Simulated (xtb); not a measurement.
C$_{2}$H$_{7}$S (SMILES C[SH+]C), charge +1, singlet, at a GFN2-xTB geometry; GFN1-xTB run with xtb.

The xtb input:
```
$ xtb mol.xyz --gfn 1 --chrg 1 --etemp 1000 --json

# file mol.xyz
10

C     -1.40724628     0.48438068    -0.17995981
S      0.00557886    -0.56253485     0.26851975
C      1.39601743     0.52355552    -0.15613213
H     -1.27918534     0.91342881    -1.16889909
H     -2.30637026    -0.12588924    -0.14650803
H     -1.48951780     1.27196174     0.56526984
H      0.02562393    -1.30724382    -0.86536194
H      1.27284396     0.94909271    -1.14720689
H      2.31114405    -0.06136075    -0.10725925
H      1.44357288     1.31295087     0.59020105
```

It wrote (shortened):

```
   ID    Z sym.   atoms
    1    6 C      1, 3
    2   16 S      2
    3    1 H      4-10

           -------------------------------------------------
          |                Calculation Setup                |
           -------------------------------------------------

           -------------------------------------------------
          |                 G F N 1 - x T B                 |
           -------------------------------------------------

          ...................................................
          :                      SETUP                      :
          :.................................................:
          :  # basis functions                  32          :
          :  # atomic orbitals                  31          :
          :  # shells                           21          :
          :  # electrons                        20          :
          :  # halogen bonds                     0          :
          :  max. iterations                   250          :
          :  Hamiltonian                  GFN1-xTB          :
          :  restarted?                      false          :
          :  GBSA solvation                  false          :
          :  PC potential                    false          :
          :  electronic temp.         1000.0000000     K    :
          :  accuracy                    1.0000000          :
          :  -> integral cutoff          0.2500000E+02      :
          :  -> integral neglect         0.1000000E-07      :
          :  -> SCF convergence          0.1000000E-05 Eh   :
          :  -> wf. convergence          0.2000000E-04 e    :
          :  Broyden damping             0.4000000          :
          :  net charge                          1          :
          :  unpaired electrons                  0          :
          ...................................................

 iter      E             dE          RMSdq      gap      omega  full diag
   1    -11.3226341 -0.113226E+02  0.627E+00    7.18       0.0  T
   2    -11.3380999 -0.154658E-01  0.365E+00    6.76       1.0  T
   3    -11.3334992  0.460063E-02  0.121E+00    7.02       1.0  T
   4    -11.3407599 -0.726068E-02  0.245E-01    6.81       1.0  T
   5    -11.3409205 -0.160547E-03  0.173E-02    6.82       1.8  T
   6    -11.3409218 -0.130471E-05  0.591E-03    6.82       5.4  T
   7    -11.3409219 -0.148612E-06  0.480E-04    6.82      65.8  T
   8    -11.3409219 -0.983437E-09  0.694E-05    6.82     455.3  T
   9    -11.3409219 -0.150884E-10  0.172E-05    6.82    1839.4  T

   *** convergence criteria satisfied after 9 iterations ***

         :::::::::::::::::::::::::::::::::::::::::::::::::::::
         ::                     SUMMARY                     ::
         :::::::::::::::::::::::::::::::::::::::::::::::::::::
         :: total energy             -11.218730447725 Eh    ::
         :: gradient norm              0.019802307823 Eh/a0 ::
         :: HOMO-LUMO gap              6.815736402512 eV    ::
         ::.................................................::
         :: SCC energy               -11.340921921074 Eh    ::
         :: -> electrostatic           0.121789578794 Eh    ::
         :: repulsion energy           0.124962661490 Eh    ::
         :: dispersion energy         -0.002771188140 Eh    ::
         :: halogen bond corr.         0.000000000000 Eh    ::
         :: add. restraining           0.000000000000 Eh    ::
         :: total charge               1.000000000000 e     ::
         :::::::::::::::::::::::::::::::::::::::::::::::::::::

           -------------------------------------------------
          |                Property Printout                |
           -------------------------------------------------

    * Orbital Energies and Occupations

         #    Occupation            Energy/Eh            Energy/eV
      -------------------------------------------------------------
         1        2.0000           -1.1880750             -32.3292
         2        2.0000           -0.8739000             -23.7800
         3        2.0000           -0.8646379             -23.5280
         4        2.0000           -0.8229938             -22.3948
         5        2.0000           -0.7795918             -21.2138
         6        2.0000           -0.7791146             -21.2008
         7        2.0000           -0.7446164             -20.2620
         8        2.0000           -0.7336942             -19.9648
         9        2.0000           -0.7301646             -19.8688
        10        2.0000           -0.7242840             -19.7088 (HOMO)
        11                         -0.4738103             -12.8930 (LUMO)
        12                         -0.4650378             -12.6543
        13                         -0.3865812             -10.5194
        14                         -0.3480708              -9.4715
        15                         -0.3450970              -9.3906
        16                         -0.3390357              -9.2256
        17                         -0.3313456              -9.0164
        18                         -0.3284589              -8.9378
        19                         -0.2868926              -7.8067
        20                         -0.2792937              -7.6000
        21                         -0.2629325              -7.1548
       ...                                ...                  ...
        31                          0.2516493               6.8477
      -------------------------------------------------------------
                  HL-Gap            0.2504737 Eh            6.8157 eV
             Fermi-level           -0.5990472 Eh          -16.3009 eV

  Mulliken/CM5 charges         n(s)   n(p)   n(d)
     1C     0.00462 -0.13156   1.029  2.967  0.000
     2S     0.13029  0.01688   1.927  3.910  0.033
     3C     0.00462 -0.13156   1.029  2.967  0.000
     4H     0.09049  0.14378   0.910  0.000  0.000
     5H     0.11007  0.16311   0.890  0.000  0.000
     6H     0.10601  0.15937   0.894  0.000  0.000
     7H     0.24733  0.31373   0.753  0.000  0.000
     8H     0.09049  0.14378   0.910  0.000  0.000
     9H     0.11007  0.16311   0.890  0.000  0.000
    10H     0.10601  0.15937   0.894  0.000  0.000

Wiberg/Mayer (AO) data.
largest (>0.10) Wiberg bond orders for each atom

 ---------------------------------------------------------------------------
     #   Z sym  total        # sym  WBO       # sym  WBO       # sym  WBO
 ---------------------------------------------------------------------------
     1   6 C    3.898 --     4 H    0.981     6 H    0.975     5 H    0.970
                             2 S    0.936
     2  16 S    2.812 --     1 C    0.936     3 C    0.936     7 H    0.913
     3   6 C    3.898 --     8 H    0.981    10 H    0.975     9 H    0.970
                             2 S    0.936
     4   1 H    0.991 --     1 C    0.981
     5   1 H    0.989 --     1 C    0.970
     6   1 H    0.989 --     1 C    0.975
     7   1 H    0.945 --     2 S    0.913
     8   1 H    0.991 --     3 C    0.981
     9   1 H    0.989 --     3 C    0.970
    10   1 H    0.989 --     3 C    0.975
 ---------------------------------------------------------------------------

Topologies differ in total number of bonds
Writing topology from bond orders to xtbtopo.mol

 dipole moment from electron density (au)
     X       Y       Z
   0.0059  -0.0639  -0.5940  total (Debye):    1.519

           -------------------------------------------------
          | TOTAL ENERGY              -11.218730447725 Eh   |
          | GRADIENT NORM               0.019802307823 Eh/α |
          | HOMO-LUMO GAP               6.815736402512 eV   |
           -------------------------------------------------

normal termination of xtb
```
